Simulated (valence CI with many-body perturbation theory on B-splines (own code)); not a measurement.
# Level structure of Ti9+

Calculated by configuration interaction combined with many-body perturbation theory (CI+MBPT): three valence electrons over a frozen Dirac-Fock core [Ne], a basis of 11 s, 11 p, 10 d, 8 f, 5 g, 2 h functions for each j, with the one-electron correlation potential Σ1, the two-electron term Σ2, the three-electron term Σ3, Breit, model QED; selected CI, second order for the rest, scaled by the run's own slope (own B-spline code, finite nucleus).

No measured spectrum was set against this ion. As an estimate, levels of excited configurations hold to 0.05 to 0.15 % of their energy, terms of the ground configuration to about 0.5 %.

Levels 136 to 169 of 169, with energies above the lowest level, 3s²3p ²P°_1/2. "Leading %" is the weight of the configuration and term that name the level; weights of strongly mixed levels are sums over their largest components and can fall short, so below about 35 % the name and the second component can differ from the true leading terms, or belong to a minority configuration. Lifetimes count E1, E2, E3, M1 and M2 decay at the calculated energies, and are blank where another channel may lead or the interval is too uncertain; long ones can be off by a factor of two.

| No. | Configuration | Term | J | E (cm⁻¹) | Leading % | g | Lifetime | Second component |
| --- | --- | --- | --- | --- | --- | --- | --- | --- |
| 136 | 3s3p4p | ⁴S | 3/2 | 1065400 | 84 | 1.924 | 37.7 ps | 10 % 3s3p4p ⁴P |
| 137 | 3s3p4p | ²D | 3/2 | 1068100 | 91 | 0.848 | 13.6 ps |  |
| 138 | 3p3d² | ²P° | 3/2 | 1071300 | 95 | 1.329 | 20.0 ps |  |
| 139 | 3s3p4p | ²D | 5/2 | 1072400 | 94 | 1.211 | 13.6 ps |  |
| 140 | 3p3d² | ²P° | 1/2 | 1074000 | 96 | 0.662 | 20.1 ps |  |
| 141 | 3p3d² | ⁴S° | 3/2 | 1087100 | 98 | 1.999 | 14.3 ps |  |
| 142 | 3p3d² | ²F° | 5/2 | 1088300 | 97 | 0.861 | 26.9 ps |  |
| 143 | 3p3d² | ²F° | 7/2 | 1088700 | 98 | 1.142 | 29.4 ps |  |
| 144 | 3s3p4p | ²S | 1/2 | 1089400 | 96 | 1.995 | 13.9 ps |  |
| 145 | 3p3d² | ²D° | 3/2 | 1102300 | 94 | 0.810 | 19.5 ps |  |
| 146 | 3p3d² | ²D° | 5/2 | 1104200 | 95 | 1.195 | 19.5 ps |  |
| 147 | 3p3d² | ²P° | 1/2 | 1108000 | 96 | 0.665 | 36.0 ps |  |
| 148 | 3p3d² | ²P° | 3/2 | 1113000 | 94 | 1.327 | 35.9 ps |  |
| 149 | 3p3d² | ²F° | 7/2 | 1117200 | 85 | 1.114 | 23.6 ps | 9 % 3p3d² ²G° |
| 150 | 3p3d² | ²F° | 5/2 | 1119400 | 96 | 0.857 | 25.4 ps |  |
| 151 | 3p3d² | ²G° | 9/2 | 1122400 | 97 | 1.111 | 21.5 ps |  |
| 152 | 3p3d² | ²G° | 7/2 | 1123800 | 86 | 0.917 | 21.7 ps | 10 % 3p3d² ²F° |
| 153 | 3s3p4p | ²P | 1/2 | 1138000 | 92 | 0.696 | 16.6 ps |  |
| 154 | 3s3p4p | ²D | 3/2 | 1138400 | 64 | 0.958 | 20.0 ps | 28 % 3s3p4p ²P |
| 155 | 3s3p4p | ²D | 5/2 | 1140300 | 90 | 1.201 | 22.0 ps |  |
| 156 | 3s3p4p | ²P | 3/2 | 1140500 | 66 | 1.175 | 18.4 ps | 26 % 3s3p4p ²D |
| 157 | 3s3p4p | ²S | 1/2 | 1147500 | 81 | 1.975 | 16.2 ps | 9 % 3s²5s ²S |
| 158 | 3p3d² | ²D° | 5/2 | 1151300 | 95 | 1.200 | 17.4 ps |  |
| 159 | 3p3d² | ²D° | 3/2 | 1151800 | 94 | 0.801 | 17.2 ps |  |
| 160 | 3s3p4d | ⁴D° | 1/2 | 1156600 | 94 | 0.017 | 8.29 ps |  |
| 161 | 3s3p4d | ⁴D° | 3/2 | 1156800 | 91 | 1.188 | 8.57 ps |  |
| 162 | 3s3p4d | ⁴D° | 5/2 | 1157200 | 79 | 1.346 | 9.33 ps | 9 % 3s3p4d ²D° |
| 163 | 3s3p4d | ²D° | 3/2 | 1157400 | 89 | 0.794 | 24.6 ps |  |
| 164 | 3s3p4d | ⁴D° | 7/2 | 1158900 | 90 | 1.415 | 8.74 ps | 5 % 3s3p4d ⁴F° |
| 165 | 3s3p4d | ²D° | 5/2 | 1158900 | 80 | 1.201 | 21.0 ps | 9 % 3s3p4d ⁴D° |
| 166 | 3s3p4d | ⁴F° | 3/2 | 1165400 | 92 | 0.440 | 113 ps |  |
| 167 | 3p3d² | ²P° | 1/2 | 1166400 | 94 | 0.665 | 14.4 ps |  |
| 168 | 3s3p4d | ⁴F° | 5/2 | 1166500 | 80 | 1.030 | 46.8 ps | 12 % 3s3p4d ²F° |
| 169 | 3p3d² | ²P° | 3/2 | 1167200 | 94 | 1.331 | 14.4 ps |  |

Names give the largest LS component (configuration and term), which can be under half, so a name can repeat, a term be missing and a line seem to break the LS rules; names also repeat where a configuration has a term twice.

Where two levels of one J and parity lie close, their mixing, g and order are uncertain.
